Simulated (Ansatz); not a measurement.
Basis sets compared for Pb2O3. The state is a singlet with charge 0. Geometry PBE-D4/def2-SVP. Ansatz on 4 threads of Arm Neoverse V2 on a shared host; times are rough, and most runs start from earlier orbitals.

```xyz
5

Pb    0.5024   -0.1910    0.7221
Pb   -1.3022    0.4838   -1.8815
O    -1.5226   -0.4465    0.0598
O     0.7419    0.7124   -1.2096
O     1.5805   -0.5588    2.3092
```

In the def2 sets Pb takes a core potential; there is no spin–orbit coupling. The restricted singlet is unstable towards broken spin symmetry in Hartree–Fock (as tested in another run); at PBE-D4/def2-SVP, PBE-D4/def2-TZVP, PBE0-D4/def2-SVP, PBE0-D4/def2-TZVP this wasn't settled. Another isomer (singlet) lies 1.17 eV lower at PBE0-D4/def2-TZVP; other spin states weren't run for this one.

Binding counts from free atoms (Pb triplet, O triplet) in the same basis, without a counterpoise term.

```csv
level,functions,energy (Eh),HOMO (eV),LUMO (eV),binding per atom (eV),wall time
PBE-D4/def2-SVP,94,-611.0384,-5.78,-3.79,3.13,0.7 s
PBE0-D4/def2-SVP,94,-610.9245,-7.26,-2.86,2.63,1 s
```

Task: Estimate the rows for PBE-D4/def2-TZVP (with forces), PBE0-D4/def2-TZVP.

Result: 
```csv
level,functions,energy (Eh),HOMO (eV),LUMO (eV),binding per atom (eV),wall time
PBE-D4/def2-TZVP (with forces),193,-611.3553,-5.98,-3.99,3.25,1.8 s
PBE0-D4/def2-TZVP,193,-611.2394,-7.45,-3.06,2.77,2.6 s
```
